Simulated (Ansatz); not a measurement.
```yaml
crystal:
  periodic: [false, false, false]
  atoms:
    - {symbol: Si, position_ang: [-1.069621, 0.809329, 1.031967]}
    - {symbol: C, position_ang: [0.623720, 0.016923, 0.762678]}
    - {symbol: B, position_ang: [0.573231, -0.985309, -0.419048]}
    - {symbol: Xx, position_ang: [0.869616, -0.565731, -1.869683]}
    - {symbol: S, position_ang: [-0.560677, -0.131365, -2.493559]}
    - {symbol: H, position_ang: [-1.049315, 1.546482, 2.326177]}
    - {symbol: H, position_ang: [-1.379396, 1.774777, -0.051351]}
    - {symbol: H, position_ang: [-2.132592, -0.225618, 1.092418]}
    - {symbol: H, position_ang: [1.333680, 0.838862, 0.629467]}
    - {symbol: H, position_ang: [0.841535, -0.502359, 1.701434]}
    - {symbol: H, position_ang: [0.228042, -2.119378, -0.238438]}
    - {symbol: H, position_ang: [1.798678, -0.511711, -2.438062]}
basis:
  gaussian: {orbitals: "6-31G*"}
total_charge: 1
magnetization: {spin_polarized: true, initial_magnetization: 1}
hamiltonian: {xc: {name: HSE06}, dispersion: d3bj}
output: {forces: true}
```

```sh
$ ansatz run in.yaml --threads 4 --pin off --events-out ev --progress --plain --max-ram 10444MiB
```

Shortened log:

```
Error: YAML parse error: error: line 7 column 16: `Xx` is not an element symbol (H … Og, case-exact)
 --> <input>:7:16
5 |     - {symbol: C, position_ang: [0.623720, 0.016923, 0.762678]}
6 |     - {symbol: B, position_ang: [0.573231, -0.985309, -0.419048]}
7 |     - {symbol: Xx, position_ang: [0.869616, -0.565731, -1.869683]}
8 |     - {symbol: S, position_ang: [-0.560677, -0.131365, -2.493559]}
9 |     - {symbol: H, position_ang: [-1.049315, 1.546482, 2.326177]}
```

In this input an element symbol is wrong. The program refused the input.
